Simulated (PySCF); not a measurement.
A GIAO shielding run with PySCF (density fitting, non-relativistic, gas phase) on `CCC[C@@H]1CCC[O+]1[AlH3-]`, C₇H₁₇AlO:

```
$ OMP_NUM_THREADS=1 python probes_run.py task.json out

{"job": {"kind": "nmr", "xc": "PBE0", "basis": "pcSseg-1"}, "charge": 0, "multiplicity": 1}
C      2.717628     1.205463    -1.050210
C      1.366029     0.523040    -0.915501
C      1.278718    -0.347101     0.330102
C     -0.069333    -0.988724     0.600542
C     -0.661671    -1.852282    -0.517909
C     -1.688260    -0.948930    -1.197525
C     -2.212571    -0.125947    -0.040437
O     -1.065558     0.053409     0.801162
Al    -0.988689     1.395011     2.250552
H      3.536230     0.470490    -1.111961
H      2.763727     1.833051    -1.952584
H      2.917357     1.853965    -0.182902
H      1.168401    -0.084240    -1.816389
H      0.574511     1.289329    -0.870455
H      2.024013    -1.160429     0.284618
H      1.547126     0.253926     1.216317
H     -0.010839    -1.549522     1.546268
H      0.114217    -2.214264    -1.207017
H     -1.158629    -2.734730    -0.087434
H     -2.486682    -1.509392    -1.703443
H     -1.207666    -0.295889    -1.940594
H     -2.996383    -0.650276     0.531334
H     -2.585409     0.869256    -0.317943
H     -0.147657     0.552691     3.331137
H     -2.568416     1.568507     2.484668
H     -0.222520     2.615409     1.537191
```

Hardware: 1 thread of an Arm Neoverse V2, shared host. The job also computes population analyses, field gradients, ring-centre shieldings.

(1) How large is the calculation?

(2) How long does it take, and how much memory does it need?

(3) And these other runs on the same molecule and hardware: GIAO shielding at WP04/pcSseg-1?

## Answers

(1) 80 electrons, 245 basis functions and 1289 auxiliary functions.

(2) 47 s of wall time, with 12 SCF cycles and 4 response iterations; peak memory 1.2 GiB. Times on a shared host scatter by some tens of per cent.

(3) WP04/pcSseg-1: 245 functions, 46 s.
